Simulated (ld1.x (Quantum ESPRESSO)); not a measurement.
# Be: excitation energies, all-electron against RRKJ

```json
{"Element": "beryllium (Be)", "Generator": "ld1.x (Quantum ESPRESSO) 7.5", "Type": "norm-conserving RRKJ (Kleinman–Bylander form)", "Functional": "PBE", "Relativity": "scalar-relativistic", "Frozen core": "[He]", "Valence charge": "2", "Reference configuration": "2s2 2p0", "Partial waves": "2p (bound, empty): rc 4.20 bohr; 3d channel at 0.35 Ry: rc 4.10 bohr; 2s (bound): rc 1.65 bohr", "Local potential": "the s channel", "Core correction": "none"}
```

Energies are relative to the spin-unpolarised reference configuration 2s2 2p0; without spin polarisation the order of configurations can differ from experiment.

```csv
valence configuration,charge,ΔE all-electron (eV),error AE − PS (meV)
2s1 2p0,+1,9.551,+10
2s1.5 2p0,+0.5,3.761,+1.4
2s1 2p1,0,3.612,-23
2s0 2p1,+1,13.460,-215
```

Task: What are ΔE and the potential's error for 2s0 2p2?

Result: ΔE = 7.251 eV all-electron; the error (AE − PS) is -91 meV.

Levels in the configuration 2s1 2p1:

```
level  all-electron (eV)  pseudo (eV)
   2s             -6.165       -6.250
   2p             -2.535       -2.576
```
